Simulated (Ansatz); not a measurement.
A nudged elastic band was laid between two geometries of Cl4FHTi (7 atoms, charge 0, multiplicity 1).

These are results of Ansatz, RKS BHLYP-D4/def2-SVP, not measurements.

```yaml
movable_images: 7
climbing_image: yes
spring: 5.0 eV/Å²
optimiser: quadratic models (default)
start_path: through a guess of the saddle point
force_threshold: 0.03 eV/Å
iteration_limit: 60
end_points: relaxed
```

Image 0:

```xyz
7
Properties=species:S:1:pos:R:3
Ti 0.008 0.000 0.040
Cl 0.296 0.000 2.234
Cl 2.054 0.000 -0.628
Cl -0.759 1.822 -0.831
Cl -0.758 -1.823 -0.831
F -2.268 0.000 0.990
H -2.084 0.001 1.893
```

Image 8:

```xyz
7
Properties=species:S:1:pos:R:3
Ti -0.516 0.000 -0.621
Cl -0.096 0.000 3.555
Cl 1.507 0.000 0.099
Cl -0.874 1.763 -1.804
Cl -0.873 -1.764 -1.803
F -1.596 0.000 0.727
H -1.063 0.000 2.716
```

Problem. Which bonds break or form, and what moves?

Solution. Bonds broken: Ti1–Cl2, F6–H7. Bonds formed: Cl2–H7. Cl4FHTi becomes Cl3FTi + ClH.

Problem. What energy profile does the band end with?

Solution. The run converged. The highest image is number 3 of 0 to 8, 14.8 kcal/mol above the first end and 18.9 kcal/mol above the last; the last end lies 4.1 kcal/mol below the first. A vibrational analysis at the climbing image gives one clearly imaginary mode, 815i cm⁻¹, and a faint second one (23i cm⁻¹) that may be numerical noise or a soft torsion: probably a first-order saddle point. The orbitals stay closed-shell, which can raise the energy where a bond breaks towards radicals; this wasn't checked here.

| image | path coordinate (Å) | energy (kcal/mol) | Ti1–Cl2 (Å) | F6–H7 (Å) | Cl2–H7 (Å) |
| --- | --- | --- | --- | --- | --- |
| 0 | 0.00 | 0.0 | 2.21 | 0.92 | 2.40 |
| 1 | 0.41 | 1.3 | 2.27 | 0.93 | 2.10 |
| 2 | 0.83 | 6.7 | 2.38 | 0.98 | 1.81 |
| 3 | 1.24 | 14.8 | 2.56 | 1.23 | 1.46 |
| 4 | 1.63 | 9.4 | 2.76 | 1.63 | 1.31 |
| 5 | 2.01 | 5.0 | 3.07 | 1.85 | 1.29 |
| 6 | 2.40 | 0.7 | 3.45 | 1.94 | 1.28 |
| 7 | 2.78 | -3.0 | 3.82 | 2.00 | 1.28 |
| 8 | 3.17 | -4.1 | 4.20 | 2.06 | 1.28 |

Problem. What is the geometry of the highest image?

Solution. 
```xyz
7
Properties=species:S:1:pos:R:3
Ti -0.353 0.000 -0.046
Cl 0.058 0.000 2.485
Cl 1.814 0.000 -0.218
Cl -0.856 1.748 -1.186
Cl -0.856 -1.749 -1.185
F -1.989 0.000 0.988
H -1.330 0.000 2.031
```

The band took 14 iterations and about 22 core-minutes.

Run time: 5.7 min on 4 threads of Arm Neoverse V1, with other jobs on the host, peak memory 0.39 GiB.
